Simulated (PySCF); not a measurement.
Species: SiH2(NHiPr)2, C₆H₁₈N₂Si.
InChI=1S/C6H18N2Si/c1-5(2)7-9-8-6(3)4/h5-8H,9H2,1-4H3

The closed-shell ground state was solved at several levels (PySCF, density fitting, gas phase, non-relativistic). Geometry: PBE0-D3(BJ)/def2-SVP, one conformer, isolated molecule.

| level | basis functions | total energy (Eh) | HOMO (eV) | LUMO (eV) | gap (eV) | dipole (D) |
| --- | --- | --- | --- | --- | --- | --- |
| CAM-B3LYP/def2-SVPD | 328 | -638.0056 | -8.00 | 1.25 | 9.25 | 0.87 |
| PBE0/pcSseg-1 | 250 | -637.9164 | -6.55 | 1.06 | 7.61 | 0.96 |

**Question.** Estimate the row for KT2/pcSseg-1, a basis of 250 functions; the other rows only guide the guess.

**Answer.** Total energy -646.8975 Eh, HOMO -5.31 eV, LUMO 0.00 eV, gap 5.31 eV, dipole 0.98 D.

**Question.** Over all these levels, which gives the widest orbital gap and which the narrowest?

**Answer.** CAM-B3LYP/def2-SVPD (range-separated hybrid) has the widest, 9.25 eV, and KT2/pcSseg-1 (GGA) the narrowest, 5.31 eV. Functional and basis both differ between the two, so the spread mixes both effects.

**Question.** How far do the dipole and the HOMO energy spread over the levels?

**Answer.** The dipole runs from 0.87 to 0.98 D (mean 0.94 D) and the HOMO from -8.00 to -5.31 eV.
